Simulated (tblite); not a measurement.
Run record: tight-binding relaxation, `O[C-]1[CH]C=CC=C1Cl` [radical].

Computed with GFN2-xTB geometry optimisation, gas phase (tblite 0.8.0). Start geometry: from a force field or distance geometry. The command runs a driver script over a list of jobs; the input below is this job's line of settings and its coordinates in Å.

Command:
```bash
OMP_NUM_THREADS=1 python probes_run.py task.json out
```

Input:
```
{"job": {"kind": "relax", "xc": "GFN2-xTB", "basis": "xTB"}, "charge": -1, "multiplicity": 2}
O     -1.491500     1.942900    -0.457800
C     -0.665500     0.895900    -0.217600
C     -1.208100    -0.435800    -0.040100
C     -0.314700    -1.531100     0.211500
C      1.008400    -1.299700     0.310100
C      1.556000     0.047300     0.131600
C      0.770600     1.115200    -0.115700
Cl     1.440200     2.691400    -0.303100
H     -2.427000     1.675100    -0.498100
H     -2.285300    -0.614700    -0.107600
H     -0.726400    -2.536700     0.342900
H      1.706100    -2.107600     0.500300
H      2.632800     0.158300     0.225800
```

Output:
```
step      E/eV     max force
  0    -656.36315    4.562
  1    -656.67722    1.627
  2    -656.75275    1.329
  3    -656.79822    1.096
  4    -656.81525    0.395
  5    -656.82461    0.311
  6    -656.83213    0.281
  7    -656.83592    0.223
  8    -656.83840    0.147
  9    -656.83940    0.128
 10    -656.84022    0.106
 11    -656.84101    0.099
 12    -656.84154    0.055
 13    -656.84184    0.036
 14    -656.84204    0.046
 15    -656.84221    0.048
 16    -656.84231    0.026
 17    -656.84235    0.015
 18    -656.84237    0.011
 19    -656.84239    0.014
 20    -656.84240    0.011
 21    -656.84241    0.007
```

«max force» is the largest atomic force in eV/Å.

Q: From which step on does the largest force stay under 0.1 eV/Å, and how much energy is left to gain from there?

A: From step 11 (0.099 eV/Å), 1.4 meV above the end.

Main results: energy lowered by 11.1 kcal/mol over 21 steps; largest atomic force 0.007 eV/Å at the end.

The run took 0.11 s wall on one thread of an Arm Neoverse V2 (shared host).
Labels such as C1 count atoms from 1, the log's own numbers from 0.
